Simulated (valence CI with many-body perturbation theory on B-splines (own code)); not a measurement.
Results of a calculation; reference values are marked as such.
## Hyperfine factors and g values of Bi⁶⁹⁺

Method: relativistic CI+MBPT: four valence electrons over a frozen Dirac-Fock core [Ne], a basis of 11 s, 11 p, 9 d, 7 f, 5 g, 2 h, 1 i functions for each j, with the one-electron correlation potential Σ1 (screened to all orders), the two-electron term Σ2, the three-electron term Σ3, Breit, model QED; selected single and double excitations, second order for the rest (own B-spline code, finite nucleus).

The last digits are not significant, and no measured levels were compared; by estimate large intervals hold to a few tenths of a per cent, small ones and those within an open d or f shell to about a per cent.

A/g_I is the dipole constant over the nuclear g factor μ/I (μ in nuclear magnetons, uniformly magnetised nucleus), B/Q the quadrupole constant per barn. Both hold the static response of the core; the bare values leave it out. Large factors of s and p1/2 electrons are usually good to 5 to 10 %; those of open d and f shells near neutrality can be off by tens of per cent, and small factors of p3/2, d and f electrons come from cancelling terms and can be off by a factor of two or in sign, in half-filled shells by more. B is blank for J = 1/2, where it vanishes, and for nearly pure S terms. Energies count from the lowest level. Levels with J = 0 are left out.

Levels are named by their leading jj configuration (3d3/2^4 stands for four electrons in 3d with j = 3/2), which in mixed levels can hold well under half, so a name can repeat and another be missing. Letters in brackets count levels of one name in rising energy.

```
                         Level  E (× 10³ cm⁻¹)      g  A/g_I (MHz)  A/g_I bare  B/Q (MHz/b)  B/Q bare
        (3s^2 3p1/2 3p3/2) J=1          4941.6  1.485      -463000     -451000       333000    329000
        (3s^2 3p1/2 3p3/2) J=2          5026.1  1.154      1110000     1090000       631000    624000
        (3s 3p1/2^2 3p3/2) J=2          6591.8  1.503      2720000     2680000       631000    624000
        (3s 3p1/2^2 3p3/2) J=1          6834.4  1.047     -1830000    -1790000       319000    316000
        (3s^2 3p1/2 3d3/2) J=2          6994.7  0.750      1010000      998000       136000    139000
        (3s^2 3p1/2 3d3/2) J=1          7427.5  0.887      -965000     -939000       118000    118000
        (3s^2 3p1/2 3d5/2) J=2          8297.4  1.277      -445000     -432000       102000    104000
        (3s^2 3p1/2 3d5/2) J=3          8313.3  1.097       634000      628000       110000    113000
        (3s 3p1/2^2 3d3/2) J=1          8686.4  0.452     -2310000    -2260000        57700     59300
        (3s 3p1/2^2 3d3/2) J=2          8757.0  1.110      2640000     2590000       112000    115000
        (3s 3p1/2^2 3d5/2) J=3          9944.5  1.333      1740000     1720000       107000    110000
            (3s^2 3p3/2^2) J=2           10036  1.303       273000      273000        34600     34300
        (3s 3p1/2^2 3d5/2) J=2           10077  1.037     -1530000    -1490000        84800     87400
    (3s 3p1/2 3p3/2^2) J=2 [a]           11436  1.525      1690000     1670000        97500     96200
        (3s 3p1/2 3p3/2^2) J=3           11616  1.307      2390000     2350000        27000     26800
    (3s 3p1/2 3p3/2^2) J=2 [b]           11844  1.086       287000      288000       -22000    -21500
    (3s 3p1/2 3p3/2^2) J=1 [a]           11857  1.261      1760000     1730000      -444000   -439000
    (3s 3p1/2 3p3/2^2) J=1 [b]           11969  1.328      1880000     1850000       367000    363000
        (3s^2 3p3/2 3d3/2) J=3           12284  1.070       318000      319000       740000    736000
        (3s^2 3p3/2 3d3/2) J=1           12349  1.115       411000      409000      -330000   -328000
        (3s^2 3p3/2 3d3/2) J=2           12351  1.054       -13800       -6810       -42900    -42400
        (3s^2 3p3/2 3d5/2) J=4           13177  1.234       165000      167000       808000    803000
        (3s^2 3p3/2 3d5/2) J=2           13275  1.215       107000      110000      -430000   -424000
(3s 3p1/2 3p3/2 3d3/2) J=2 [a]           13361  1.136       667000      661000       -26700    -26400
(3s 3p1/2 3p3/2 3d3/2) J=1 [a]           13439  1.113       946000      935000      -302000   -300000
        (3s^2 3p3/2 3d5/2) J=3           13470  1.204       181000      183000       -37400    -34200
(3s 3p1/2 3p3/2 3d3/2) J=3 [a]           13493  1.118      1540000     1520000       236000    235000
        (3s^2 3p3/2 3d5/2) J=1           13571  1.070       -52900      -46300       108000    108000
         (3p1/2^2 3p3/2^2) J=2           13573  1.209       964000      953000       -49300    -49500
    (3s 3p1/2 3p3/2 3d3/2) J=4           13656  1.141      1870000     1840000       670000    666000
(3s 3p1/2 3p3/2 3d3/2) J=2 [b]           13782  0.908      1190000     1170000      -229000   -225000
(3s 3p1/2 3p3/2 3d3/2) J=3 [b]           13852  1.221      1550000     1530000       566000    561000
(3s 3p1/2 3p3/2 3d3/2) J=1 [b]           13894  1.634      3900000     3830000       230000    228000
(3s 3p1/2 3p3/2 3d3/2) J=2 [c]           13928  1.336      1490000     1470000       243000    239000
```

(1) Take the isotope of mass number 209, with I = 9/2, μ = 4.092 μN, leaving out the quadrupole term. What is the hyperfine structure of (3s^2 3p1/2 3d5/2) J=3?

Answers

(1) From the table A = 577000 MHz. Shifts from the centre of gravity in MHz: F = 3/2: -9520000, F = 5/2: -8080000, F = 7/2: -6060000, F = 9/2: -3460000, F = 11/2: -288000, F = 13/2: 3460000, F = 15/2: 7790000.
